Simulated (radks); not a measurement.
Dynamic dipole polarisability and lines of the sulfur ion S6+, [Ne]. Method: scalar-relativistic Kohn-Sham, PBE, spin-polarised, spherical densities, finite nucleus; Fermi nuclear charge, rms radius of each element as measured or else 0.836 A^(1/3) + 0.57 fm; computed with a radial shooting solver on a logarithmic mesh with Libxc functionals. Time-dependent linear response with the Hartree and adiabatic LDA kernel, continuum included through the Sternheimer equations, no spin-orbit coupling, so fine structure and intercombination lines are absent. Lines are the poles of the dipole polarisability below minus the highest occupied eigenvalue, found on a grid refined at the orbital gaps; the lowest seven at most are given, and weak or close lines can be missed. The first line takes the name of the lowest orbital gap if no other gap lies below it; otherwise a line is named after a gap within 0.6 % of it, if that gap stands alone.

| photon energy (eV) | alpha (bohr^3) |
|---|---|
| 0 | 0.07477 |
| 4.238 | 0.07479 |
| 29.667 | 0.07606 |
| 55.097 | 0.05707 |
| 80.526 | 0.08575 |
| 105.96 | 0.09694 |
| 131.38 | 0.1189 |
| 156.81 | 0.2049 |
| 182.24 | 0.2393 |
| 207.67 | -0.1040 |
| 233.10 | -0.3699 |

Lines (eV, oscillator strength): 163.73 (7.573 nm, 2p-3s), f = 0.205; 197.10 (6.290 nm, unassigned), f = 1.37; 225.45 (5.500 nm, 2p-4d), f = 0.452; 232.09 (5.342 nm, unassigned), f = 0.139; 237.56 (5.219 nm, unassigned), f = 0.186; 243.99 (5.082 nm, unassigned), f = 0.106. Higher lines, where found, are left out when the end of the mesh affects them. Those listed give 59 % of the static polarisability (sum of f/w^2). Orbital energy gaps for comparison: 2p-3s 163.18 eV; 2p-3d 194.60 eV; 2p-4s 213.42 eV; 2p-4d 224.41 eV; 2s-3p 231.37 eV.
